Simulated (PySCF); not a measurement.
Two-component Hartree-Fock for Si⁵⁺ (silicon, charge +5)

Start: [He] 2s2 2p5; 2p1/2 filled at m_j = -1/2, +1/2; 2p3/2 filled at m_j = -1/2, +1/2, +3/2. Calculated with PySCF 2.14 in an even-tempered Gaussian basis (19 s from 0.45 bohr⁻², ratio 2.4; 12 p from 0.58 bohr⁻², ratio 2.4; 5 d from 4.7 bohr⁻², ratio 2.6; 5 f from 7 bohr⁻², ratio 2.6): generalised Hartree-Fock with the X2C-1e Hamiltonian and a Gaussian nucleus; one run each with spin-orbit coupling (SO) switched off, then screened by Boettger's factors.

| spinor shell | electrons | ε, spin-free (eV) | ε, screened SO (eV) | weight of nominal j (screened SO) | rms radius, screened SO (bohr) |
| --- | --- | --- | --- | --- | --- |
| 1s1/2 | 2 | -1982.2 | -1982.1 | 1.000 | 0.129 |
| 2s1/2 | 2 | -256.68 | -256.67 | 1.000 | 0.593 |
| 2p1/2 | 2 | -209.27 | -209.45 | 0.631 | 0.563 |
| 2p3/2 | 3 | -209.27 | -209.20 | 0.754 | 0.563 |

```json
{"quantity": "E (hartree)", "spin-free": "-279.70324", "screened SO": "-279.71177"}
{"quantity": "M_J", "spin-free": "3/2", "screened SO": "3/2"}
{"quantity": "⟨J²⟩", "spin-free": "3.751", "screened SO": "3.751"}
{"quantity": "⟨L²⟩", "spin-free": "2.001", "screened SO": "2.001"}
{"quantity": "⟨S²⟩", "spin-free": "0.750", "screened SO": "0.750"}
```

Each row is a mean over spinors that exchange with the open shell spreads, by up to 9.572 eV (2s1/2).

Rows whose weight is well below 1 are mixtures of j = l ± 1/2: exchange outweighs spin-orbit coupling there, and the label is only the starting occupation.

Without spin-orbit coupling the j labels of p, d and f shells carry no meaning; the spin-free column gives the mean over the occupied spinors of each nl shell.
